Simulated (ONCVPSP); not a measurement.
carbon: variants of one ONCV potential

Base potential:

ONCVPSP 4.0.1 input, shortened (lines: element, Z, core and valence counts, functional; n l f; lmax; l rc ep ncon nbas qcut; lloc lpopt rc5 dvloc0; l nproj debl; icmod fcfact rcfact), PBE, scalar-relativistic:

```
  C 6.00    1    2        4      upf
    1    0    2.00
    2    0    1.50
    2    1    2.50
    1
    0    1.35    0.00    4    7    3.90
    1    2.60    0.00    4    8    4.20
    0    5    1.35    0.00
    0    0    0.60
    1    2    3.00
    3    4.00    1.25
```

Cutoffs, loose and tight: the cutoffs (Ha) at which the residual kinetic energy of the hardest occupied pseudo-wave falls to 1 and 0.1 mHa per electron. They do not see the model core or the augmentation charge, which bear on the density cutoff. Test errors are all-electron minus pseudo excitation energies from the reference, over the configurations 2s2 2p2; 2s2 2p1; 2s2 2p0; 2s0 2p4. A dash means not determined; rows that change the core or the reference have their own tests. The largest error is taken over the tests solved by every variant that gives reliable tests at all: 2s2 2p0; 2s2 2p1; 2s2 2p2.

```csv
change,outcome,"cutoff, loose","cutoff, tight",bound ghosts,GHOST(+) flags above zero,largest test error (meV)
base,generated,50 Ha,66 Ha,none,none,+1371
"all radii but the core radius scaled by about 0.85 (s 1.14, p 2.22 bohr)",generated,71 Ha,91 Ha,none,none,+939
"all radii but the core radius scaled by about 0.93 (s 1.26, p 2.42 bohr)",generated,58 Ha,75 Ha,none,none,+1165
"all radii but the core radius scaled by about 1.07 (s 1.44, p 2.78 bohr)",generated,41 Ha,57 Ha,none,none,+1584
"all radii but the core radius scaled by about 1.14 (s 1.54, p 2.98 bohr)",generated,23 Ha,48 Ha,none,none,+1845
"all radii but the core radius scaled by about 1.25 (s 1.68, p 3.24 bohr)",generated,9.9 Ha,39 Ha,none,none,+2185
```

What comes out with this change to the base: all radii but the core radius scaled by about 0.78 (s 1.06, p 2.04 bohr)?

outcome: generated; cutoff, loose: 79 Ha; cutoff, tight: 104 Ha; bound ghosts: none; GHOST(+) flags above zero: none; largest test error (meV): +765.

What comes out with this change to the base: all radii but the core radius scaled by about 1.33 (s 1.80, p 3.46 bohr)?

outcome: generated; cutoff, loose: 7.0 Ha; cutoff, tight: 32 Ha; bound ghosts: none; GHOST(+) flags above zero: p; largest test error (meV): +2493.

Reading the sweep of the scale of all radii but the core radius (base = 1) (base included, trends over the rows without a ghost): The loose cutoff falls from 79 Ha at 0.78 to 7.0 Ha at 1.33. A larger radius leaves more room for a smooth pseudo-wave, so fewer plane waves are needed; a smaller one forces it to follow the all-electron wave where it bends sharply. The median size of the test errors (rows with all tests solved) rises from 73.6 meV at 0.78 to 285.7 meV at 1.25. More of the atom is replaced by a form fitted at one configuration, so other configurations suffer as the radius grows.
